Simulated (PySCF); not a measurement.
**Distorted geometries of [Hg(OH)(H2O)2]+**

[Hg(OH)(H2O)2]+ (singlet). PySCF 2.14.0, RKS r2SCAN, Hg def2-SVP with ECP60, O def2-SVP, H def2-SVP; non-relativistic Hamiltonian with scalar-relativistic core potentials where named; density fitting; no spin-orbit coupling. Relaxed geometry:

```xyz
9

Hg    0.5637    0.0000   -0.0821
O     2.5139    0.0000   -0.4223
H     2.9674    0.0000    0.4401
O    -1.2659    1.4516   -0.0473
H    -1.9311    1.5447    0.6524
H    -1.1269    2.3440   -0.4042
O    -1.2659   -1.4516   -0.0473
H    -1.9311   -1.5447    0.6524
H    -1.1269   -2.3440   -0.4042
```

Question: Order these distorted geometries by energy above the relaxed one, lowest first.
A.
```xyz
9

Hg    0.2331   -0.1258   -0.0750
O     2.5631   -0.0599   -0.7738
H     2.9598    0.1046    0.7747
O    -1.0915    1.5466   -0.1691
H    -1.8892    1.4711    0.7583
H    -1.1698    2.3908   -0.5361
O    -1.3142   -1.3365   -0.0236
H    -1.8658   -1.5591    1.0055
H    -1.0282   -2.4317   -0.6233
```
B.
```xyz
9

Hg    0.4548   -0.0679   -0.0811
O     2.5261    0.0344   -0.5815
H     2.8693   -0.1033    0.8448
O    -1.1247    1.5311   -0.1984
H    -1.9633    1.3792    0.6773
H    -1.0898    2.5187   -0.3252
O    -1.1773   -1.6659   -0.3150
H    -1.9639   -1.3812    0.7059
H    -1.1340   -2.2450   -0.3893
```
C.
```xyz
9

Hg    0.5140   -0.0360    0.0045
O     2.5557   -0.0130   -0.4192
H     2.9158    0.0351    0.4838
O    -1.2104    1.4141   -0.1184
H    -1.9282    1.5080    0.6001
H    -1.1934    2.2945   -0.3941
O    -1.2606   -1.3345   -0.0560
H    -1.8979   -1.5153    0.6493
H    -1.0980   -2.3529   -0.4124
```

Answer: C (0.66 eV), A (8.02 eV), B (16.43 eV).

Question: Which forces (eV/Å) act in the one that lies 8.02 eV up?

Answer: 
```
Hg   7.81  1.03 -1.36
O   -1.60  0.54  5.89
H   -1.10 -0.51 -4.91
O   -4.73 -1.96  5.62
H    3.49  0.94 -4.51
H   -0.31  2.83 -1.01
O   -4.25 -7.67  1.87
H    2.30  0.31 -4.56
H   -1.61  4.49  2.98
```
Forces carry noise of the integration grid, about 0.01 to 0.03 eV/Å.

No frequency check is given that shows the relaxed geometry to be a minimum.
